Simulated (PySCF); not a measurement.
Two species compared at the same levels of theory.

First species: C6H9F2NO.
Numbering: `[CH3:1][C@@H:2]([C:3]([NH2:4])=[O:5])[CH:6]1[C@@H:7]([F:8])[C@@H:9]1[F:10]` (hydrogens: H11, H12, H13 on C1; H14 on C2; H15, H16 on N4; H17 on C6; H18 on C7; H19 on C9)

Structure used (GFN2-xTB), in Å, numbered top down from 1:
```
atom  x, y, z in Å
C1    -1.0818   -1.6040    0.7472
C2    -0.5567   -0.5618   -0.2428
C3    -1.0969    0.8099    0.1712
N4    -1.7887    1.4630   -0.7876
O5    -0.9675    1.2512    1.2911
C6     0.9637   -0.5818   -0.2522
C7     1.7817    0.5823   -0.7402
F8     1.1465    1.7113   -1.1640
C9     1.7563    0.2474    0.7167
F10    2.8897   -0.2934    1.2436
H11   -0.7902   -1.3236    1.7556
H12   -0.6761   -2.5866    0.5196
H13   -2.1669   -1.6518    0.7022
H14   -0.9082   -0.8025   -1.2521
H15   -1.7352    1.1963   -1.7546
H16   -2.0929    2.4013   -0.5807
H17    1.3778   -1.5566   -0.4856
H18    2.6808    0.4159   -1.3207
H19    1.2548    0.8927    1.4259
```

Second species: C8H13NO.
Cartesian coordinates in Å at the GFN2-xTB level; atoms count from 1:
```xyz
23
C8H13NO angstrom
C     -1.153   -1.350    1.836
C     -0.571   -0.623    0.882
C      0.731   -0.028    1.151
N      1.343    0.655    0.288
C      2.493    1.373    0.281
C      3.563    0.731   -0.581
O      2.595    2.473    0.772
C     -1.180   -0.323   -0.465
C     -1.789    1.083   -0.429
C     -2.221   -1.349   -0.902
H     -0.675   -1.507    2.790
H     -2.117   -1.808    1.708
H      1.157   -0.228    2.140
H      4.534    1.130   -0.301
H      3.550   -0.351   -0.478
H      3.367    0.985   -1.621
H     -0.362   -0.317   -1.193
H     -2.212    1.332   -1.400
H     -2.580    1.133    0.317
H     -1.030    1.819   -0.182
H     -1.819   -2.358   -0.846
H     -3.112   -1.290   -0.281
H     -2.517   -1.154   -1.930
```

Levels: PBE0/pcSseg-1 for dipole moment, HOMO energy, LUMO energy and HOMO–LUMO gap; GFN2-xTB for rotational constant A and rotational constant C. Geometries: GFN2-xTB. Each structure is a single optimised conformer of the isolated species, non-relativistic unless stated; the electronic structure was computed with PySCF and density fitting.

The conformers computed, where there is a choice (atom-mapped SMILES and torsion angles):
- `[CH3:1][C@@H:2]([C:3]([NH2:4])=[O:5])[CH:6]1[C@@H:7]([F:8])[C@@H:9]1[F:10]`: C1–C2–C3–N4 -124°, C1–C2–C6–C7 -159°, H–N4–C3–C2 -16°, H–N4–C3–C2 -175°
- `[CH2:1]=[C:2](/[CH:3]=[N:4]/[C:5]([CH3:6])=[O:7])[CH:8]([CH3:9])[CH3:10]`: C1–C2–C3–N4 179°, C3–N4–C5–C6 111°, C1–C2–C8–C9 99°

| property | column X | column Y |
| --- | --- | --- |
| dipole moment | 4.15 D | 3.84 D |
| HOMO energy | -7.52 eV | -7.18 eV |
| LUMO energy | 0.61 eV | -1.73 eV |
| HOMO–LUMO gap | 8.13 eV | 5.45 eV |
| rotational constant A | 1.780 GHz | 2.409 GHz |
| rotational constant C | 0.878 GHz | 0.632 GHz |

(1) Which column belongs to which species?

(2) How does each property change from the first species to the second?

## Answers

(1) Column X is the first species and column Y the second. The first has 19 atoms and 78 electrons, the second 23 and 76.

(2) dipole moment -0.31 D; HOMO energy +0.34 eV; LUMO energy -2.34 eV; HOMO–LUMO gap -2.68 eV; rotational constant A +0.629 GHz; rotational constant C -0.246 GHz.

On the first: The dipole equals about 13.9 × 10⁻³⁰ C·m (1 D = 3.33564 × 10⁻³⁰ C·m).

On the second: The dipole equals about 12.8 × 10⁻³⁰ C·m (1 D = 3.33564 × 10⁻³⁰ C·m).
